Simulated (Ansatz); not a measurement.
`c1csc(-c2cnc(-c3cnc(-c4cnc(-c5cnc(-c6cnc(-c7cnc(-c8cnc(-c9cnc(-c%10cncs%10)s9)s8)s7)s6)s5)s4)s3)s2)n1`, 62 atoms. Hardware: 4 threads of AMD EPYC 7R13 on a shared host and a share (37 GiB) of an NVIDIA H100 80GB HBM3.

Single mean-field runs in def2-SVP are fitted with def2-universal-jkfit.

Task: How many basis functions does each of these Ansatz runs have, and roughly what does it cost? PBE-D4/def2-SVP, charge 0 triplet at the geometry of the charge 0 singlet, energy, from earlier orbitals; PBE-D4/def2-SVP, charge 0 singlet, relaxation, 5 steps; PBE-D4/def2-SVP, charge 0 singlet, energy, from earlier orbitals; PBE0-D4/def2-SVP, charge 1 doublet at the geometry of the charge 0 singlet, energy; r2SCAN-D4/def2-SVP, charge 0 singlet, energy and forces, from earlier orbitals; PBE0-D4/def2-SVP, charge 0 triplet at the geometry of the charge 0 singlet, energy; PBE0-D4/def2-SVP, charge -1 doublet at the geometry of the charge 0 singlet, energy; PBE-D4/def2-SVP, charge 1 doublet at the geometry of the charge 0 singlet, energy, from earlier orbitals; PBE0-D4/def2-SVP, charge 0 singlet, energy and forces, from earlier orbitals; PBE-D4/def2-SVP, charge -1 doublet at the geometry of the charge 0 singlet, energy, from earlier orbitals.

Result: Other jobs shared the machine, so times can vary by a factor of up to 3.

| run | functions | fitting or Cholesky vectors | wall time | peak host memory (GiB) |
| --- | --- | --- | --- | --- |
| PBE-D4/def2-SVP, charge 0 singlet, energy, from earlier orbitals | 800 | 4516 | 6 s | 1.2 |
| r2SCAN-D4/def2-SVP, charge 0 singlet, energy and forces, from earlier orbitals | 800 | 4516 | 9.5 s | 1.4 |
| PBE-D4/def2-SVP, charge -1 doublet at the geometry of the charge 0 singlet, energy, from earlier orbitals | 800 | 4516 | 10 s | 1.4 |
| PBE0-D4/def2-SVP, charge 0 singlet, energy and forces, from earlier orbitals | 800 | 4516 | 11 s | 3.3 |
| PBE-D4/def2-SVP, charge 1 doublet at the geometry of the charge 0 singlet, energy, from earlier orbitals | 800 | 4516 | 11 s | 1.4 |
| PBE-D4/def2-SVP, charge 0 triplet at the geometry of the charge 0 singlet, energy, from earlier orbitals | 800 | 4516 | 13 s | 1.6 |
| PBE0-D4/def2-SVP, charge 1 doublet at the geometry of the charge 0 singlet, energy | 800 | 4516 | 18 s | 1.5 |
| PBE0-D4/def2-SVP, charge -1 doublet at the geometry of the charge 0 singlet, energy | 800 | 4516 | 19 s | 1.6 |
| PBE-D4/def2-SVP, charge 0 singlet, relaxation, 5 steps | 800 | 4516 | 27 s | 1.3 |
| PBE0-D4/def2-SVP, charge 0 triplet at the geometry of the charge 0 singlet, energy | 800 | 4516 | 30 s | 1.6 |
